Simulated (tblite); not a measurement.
Species: C4H6F2O2Si.
Cartesian coordinates in Å at the GFN2-xTB level; atoms count from 1:
```xyz
15
C4H6F2O2Si angstrom
O      0.7082    1.6788    0.5863
C     -0.4046    1.2050    0.6913
C     -0.8150   -0.0854    0.2137
C      0.0229   -0.9473   -0.4366
O      1.2597   -0.8022   -0.7390
Si     2.4840    0.3480   -0.5914
C     -2.2345   -0.5246    0.4216
F     -2.2979   -1.7035    1.0948
F     -2.8600   -0.7558   -0.7636
H     -1.2001    1.7877    1.1923
H     -0.3951   -1.9057   -0.7558
H      3.4664   -0.4856   -1.2956
H      2.2018    1.5129   -1.4119
H      2.8971    0.4767    0.7949
H     -2.8375    0.2092    0.9773
```

Computed with GFN2-xTB (tblite): harmonic, unscaled wavenumbers at the GFN2-xTB geometry, gas phase. This tight-binding method is rough: wavenumbers can miss measured ones by several per cent, in bad cases by 10 to 20. Modes of hydrogen on silicon can be 10 to 20 % off. One conformer, not necessarily the lowest.

Harmonic wavenumbers (cm⁻¹): 25.9, 30.4, 136.4, 139.1, 182.3, 195.7, 227.2, 326.5, 345.2, 379.5, 487.9, 499.1, 542.8, 588.6, 604.8, 612.2, 744.8, 762.1, 860.6, 864.6, 887.4, 935.3, 946.9, 995.8, 1044.7, 1188.0, 1255.2, 1285.5, 1340.6, 1368.7, 1405.5, 1544.2, 1717.6, 2222.0, 2332.2, 2349.7, 2782.6, 2898.3, 2945.2.

A = 2826, B = 759.5, C = 674.6 MHz; mass 152.011 u (most abundant isotopes); point group Cs, symmetry number 1.

Problem. Zero-point energy?

Solution. Half the sum of the wavenumbers: 20001 cm⁻¹ = 239.26 kJ/mol.

Problem. What is S at 273.15 K and 1 bar for an ideal gas of classical rigid rotors and harmonic oscillators?

Solution. Translation 169.69, rotation 123.53, vibration 124.34: S = 417.6 J/(mol K).

Problem. And Cp and H(273.15 K) − H(0)?

Solution. Cp = 151.54 J/(mol K), of which vibrations give 118.28 (their classical limit is 39 R = 324.3); H(273.15 K) − H(0) = 25.92 kJ/mol without the zero-point energy, 16.84 from vibrations.

Problem. Which modes carry the vibrational entropy at 273.15 K?

Solution. 25.9 cm⁻¹: 24.88; 30.4 cm⁻¹: 23.55; 136.4 cm⁻¹: 11.24; 139.1 cm⁻¹: 11.08; 182.3 cm⁻¹: 8.96; 195.7 cm⁻¹: 8.42 J/(mol K); the other 33 give 36.19 together.

Problem. What must be added to the electronic energy to get the Gibbs energy at 273.15 K and 1 bar?

Solution. ZPE + [H(273.15 K) − H(0)] − T·S = 239.26 + 25.92 − 114.06 = 151.12 kJ/mol.

Problem. Blend soft modes into free rotors: weight 1/[1 + (100 cm⁻¹/ν̃)⁴] for the oscillator and the rest for a rotor with moment μB/(μ + B), μ = h/(8π²ν), B = 10⁻⁴⁴ kg m². What vibrational entropy results?

Solution. 109.44 J/(mol K) in place of 124.34, which changes −T·S at 273.15 K by +4.07 kJ/mol.

Problem. How do the functions run with temperature in this model?

Solution. 
```json
{"T (K)": "50", "S (J/(mol K))": "259.6", "Cp (J/(mol K))": "57.0", "H − H(0) (kJ/mol)": "2.29", "G − H(0) (kJ/mol)": "-10.69", "ln q(vib)": "1.23"}
{"T (K)": "100", "S (J/(mol K))": "306.3", "Cp (J/(mol K))": "80.2", "H − H(0) (kJ/mol)": "5.73", "G − H(0) (kJ/mol)": "-24.90", "ln q(vib)": "2.70"}
{"T (K)": "298.15", "S (J/(mol K))": "431.2", "Cp (J/(mol K))": "160.8", "H − H(0) (kJ/mol)": "29.83", "G − H(0) (kJ/mol)": "-98.74", "ln q(vib)": "8.22"}
{"T (K)": "373.15", "S (J/(mol K))": "470.1", "Cp (J/(mol K))": "186.2", "H − H(0) (kJ/mol)": "42.87", "G − H(0) (kJ/mol)": "-132.56", "ln q(vib)": "10.21"}
{"T (K)": "500", "S (J/(mol K))": "529.7", "Cp (J/(mol K))": "220.9", "H − H(0) (kJ/mol)": "68.80", "G − H(0) (kJ/mol)": "-196.05", "ln q(vib)": "13.47"}
{"T (K)": "750", "S (J/(mol K))": "628.7", "Cp (J/(mol K))": "266.5", "H − H(0) (kJ/mol)": "130.23", "G − H(0) (kJ/mol)": "-341.31", "ln q(vib)": "19.43"}
{"T (K)": "1000", "S (J/(mol K))": "709.5", "Cp (J/(mol K))": "294.2", "H − H(0) (kJ/mol)": "200.58", "G − H(0) (kJ/mol)": "-508.90", "ln q(vib)": "24.75"}
```

q(vib) and H(0) count from the zero-point level.

Hindered rotation and anharmonicity are outside this model. Other conformers, if any are populated, would add a mixing term that is left out.
